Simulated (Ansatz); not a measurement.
One change: `C[O][SnH2][SeH]` becomes `C[O][SnH3]`.

Ansatz, PBE0-D4/def2-TZVP geometries, multiplicity 1. Each molecule was computed in one conformer, which needn't be the lowest.

Elements past krypton have def2 core potentials. Scalar relativity is left out up to krypton.

```
                                        property  `C[O][SnH2][SeH]`
         HOMO–LUMO gap (ωB97M-V/def2-TZVPP) / eV              10.33
  size of the dipole moment (PBE/def2-TZVPP) / D               1.33
size of the dipole moment (B3LYP/def2-TZVPP) / D               1.43
             HOMO–LUMO gap (PBE/def2-TZVPP) / eV               4.35
           HOMO–LUMO gap (B3LYP/def2-TZVPP) / eV               5.84
               LUMO energy (PBE/def2-TZVPP) / eV              -1.69
```

**Question.** What does the change do to each property? (An estimate is asked.)

**Answer.** Ansatz gave: 
```json
{"property": "HOMO–LUMO gap (ωB97M-V/def2-TZVPP) / eV", "`C[O][SnH3]`": "10.95", "shift": "0.62"}
{"property": "size of the dipole moment (PBE/def2-TZVPP) / D", "`C[O][SnH3]`": "1.26", "shift": "-0.07"}
{"property": "size of the dipole moment (B3LYP/def2-TZVPP) / D", "`C[O][SnH3]`": "1.39", "shift": "-0.04"}
{"property": "HOMO–LUMO gap (PBE/def2-TZVPP) / eV", "`C[O][SnH3]`": "4.76", "shift": "0.41"}
{"property": "HOMO–LUMO gap (B3LYP/def2-TZVPP) / eV", "`C[O][SnH3]`": "6.62", "shift": "0.78"}
{"property": "LUMO energy (PBE/def2-TZVPP) / eV", "`C[O][SnH3]`": "-1.19", "shift": "0.50"}
```

With PBE0 the HOMO falls by 0.29 eV and the LUMO rises by 0.42 eV, so the gap widens by about 0.71 eV. PBE moves the HOMO by 0.09 eV and ωB97M-V by -0.50 eV. The zero-point energy changes by -4.6 kJ/mol with -3 modes. Dipoles are sizes alone; their direction can turn.

B3LYP here is the variant with VWN-RPA as its local correlation; programs differ in this.

Spin–orbit coupling is left out; it splits and shifts lone-pair levels of the heavy atoms by tenths of an eV.
